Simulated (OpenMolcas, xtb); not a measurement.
A ladder of methods for InNH3Cl (SMILES [NH2][InH][Cl])

InNH3Cl: 6 atoms, total charge 0, spin state singlet. As SMILES, `[NH2][InH][Cl]`. Geometry: relaxed at PBE0-D4/def2-TZVP.

Quantity: the vertical ionisation energy (to the doublet cation), in eV. The values are calculated.

```json
{"level": "GFN1-xTB", "kind": "semi-empirical", "program": "xtb", "value (eV)": "13.82", "CPU time (all runs)": "under 2 s"}
{"level": "HF/def2-SVPD (core potential)", "kind": "Hartree–Fock", "program": "OpenMolcas", "value (eV)": "8.35", "CPU time (all runs)": "47 s"}
{"level": "SVWN5/def2-SVPD (core potential)", "kind": "LDA", "program": "OpenMolcas", "value (eV)": "9.72", "CPU time (all runs)": "2.1 min"}
{"level": "BLYP/def2-SVPD (core potential)", "kind": "GGA", "program": "OpenMolcas", "value (eV)": "9.36", "CPU time (all runs)": "3.3 min"}
{"level": "M06-L/def2-SVPD (core potential)", "kind": "meta-GGA", "program": "OpenMolcas", "value (eV)": "9.49", "CPU time (all runs)": "4.5 min"}
{"level": "BHLYP/def2-SVPD (core potential)", "kind": "global hybrid", "program": "OpenMolcas", "value (eV)": "9.57", "CPU time (all runs)": "2.9 min"}
{"level": "PBE0/def2-SVPD (core potential)", "kind": "global hybrid", "program": "OpenMolcas", "value (eV)": "9.69", "CPU time (all runs)": "3.1 min"}
```

Spin-orbit coupling, which can split open shells on such heavy atoms by tenths of an eV, is left out. The values span 8.35 to 13.82 eV. The xTB values lack the empirical shift that such differences need. Times are those of the runs behind each value, whatever else they computed, on shared processors of several kinds: orders of magnitude only.
